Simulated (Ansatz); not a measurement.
[Au(OH)4]- (AuO4H4⁻) was relaxed with PBE0-D4 (def2-SVPD) in Ansatz in these states: charge -1 singlet, charge -1 triplet, neutral doublet. The geometries follow in no particular order.

In the def2 sets Au takes a core potential; there is no spin–orbit coupling.

A:

| atom | x (Å) | y (Å) | z (Å) |
| --- | --- | --- | --- |
| Au1 | 0.000 | 0.000 | 0.000 |
| O2 | 1.328 | -0.637 | 1.338 |
| H3 | 2.043 | 0.005 | 1.265 |
| O4 | -1.202 | -1.514 | 0.473 |
| H5 | -0.711 | -1.982 | 1.156 |
| O6 | -1.329 | 0.637 | -1.338 |
| H7 | -2.042 | -0.006 | -1.267 |
| O8 | 1.202 | 1.514 | -0.472 |
| H9 | 0.711 | 1.983 | -1.156 |

B:

```xyz
9

Au    0.005   -0.002    0.003
O     0.458   -0.927   -1.599
H     0.011   -1.790   -1.528
O     1.015    1.630   -0.439
H     1.419    1.530   -1.307
O    -0.451    0.924    1.603
H    -0.010    1.790    1.529
O    -1.002   -1.637    0.446
H    -1.446   -1.518    1.292
```

C:

```xyz
9

Au    0.3824    0.0132    0.5337
O    -1.7456    0.5664    0.4444
H    -2.0153   -0.3325    0.6924
O     1.1425    1.8403    0.0599
H     0.3634    2.3836   -0.0949
O     0.9957   -0.5925   -1.4910
H     1.2967    0.3073   -1.6962
O    -0.2681   -1.8100    1.1606
H    -0.1518   -2.3759    0.3911
```

Judge from the bond lengths which geometry belongs to which state (an estimate).

A is the charge -1 singlet (Au1–O6 1.990 Å, Au1–O2 1.990 Å, Au1–O4 1.990 Å); B is the neutral doublet (Au1–O6 1.905 Å, Au1–O2 1.905 Å, Au1–O4 1.970 Å); C is the charge -1 triplet (Au1–O6 2.201 Å, Au1–O2 2.201 Å, Au1–O4 2.035 Å).

At PBE0-D4/def2-TZVPD a singlet lies 2.47 eV below the charge -1 triplet.
